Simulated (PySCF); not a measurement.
**How the functional moves excitation energies**

Selenium dioxide, SeO2.
SMILES: `O=[Se]=O`

Linear-response calculations in the def2-SVPD basis (PySCF; singlets by full response, triplets Tamm–Dancoff, core orbitals frozen in the response; HF means time-dependent Hartree–Fock). 'Strongest' is the level of largest summed f among the singlets computed (10 roots, of which the last may lack a degenerate partner); it can jump between rows when another state enters that window. S1 is the lowest singlet of each run and needn't be the same state throughout; f(S1) is that of one state. Isolated species at its PBE0-D3(BJ)/def2-SVP geometry, gas phase. Relativistic effects, spin–orbit coupling among them, are left out although an element past zinc is present.

| functional | kind | S1 (eV) | f(S1) | strongest (eV) | T1 (eV) | HOMO (eV) | gap (eV) | ionisation energy, ΔSCF (eV) |
| --- | --- | --- | --- | --- | --- | --- | --- | --- |
| LDA | LDA | 3.16 | 0.002 | 7.00 | 2.48 | -8.04 | 2.76 | 11.96 |
| PBE | GGA | 3.15 | 0.002 | 6.95 | 2.39 | -7.83 | 2.78 | 11.67 |
| B3LYP | global hybrid, 20% exact exchange | 3.13 | 0.003 | 4.99 | 2.39 | -9.14 | 4.62 | 11.97 |
| PBE0 | global hybrid, 25% exact exchange | 3.16 | 0.003 | 5.07 | 2.35 | -9.39 | 5.09 | 11.95 |
| BHandHLYP | global hybrid, 50% exact exchange | 3.16 | 0.003 | 8.02 | 2.39 | -10.88 | 7.43 | 11.90 |
| CAM-B3LYP | range-separated hybrid | 3.18 | 0.003 | 5.02 | 2.43 | -10.83 | 7.62 | 12.14 |
| wB97X-D | range-separated hybrid | 3.19 | 0.003 | 7.81 | 2.47 | -11.28 | 8.79 | 12.05 |
| HF | Hartree–Fock | 3.23 | 0.005 | 8.81 | 2.24 | -13.19 | 12.12 | not settled |

Task: What does LC-wPBE (range-separated hybrid) give?

Result: S1 (eV) 3.26, f(S1) 0.003, strongest (eV) 8.06, T1 (eV) 2.44, HOMO (eV) -12.10, gap (eV) 10.06, ionisation energy, ΔSCF (eV) 12.25. S1 runs from 3.13 eV (B3LYP) to 3.26 eV (LC-wPBE), a spread of 0.12 eV, while the orbital gap spreads over 9.4 eV. −ε(HOMO) comes closest to its own ΔSCF ionisation energy with LC-wPBE (-0.15 eV) and misses most with LDA (-3.92 eV). 'Not settled' means that the ion's SCF failed to converge or may have ended in another state than the lowest.
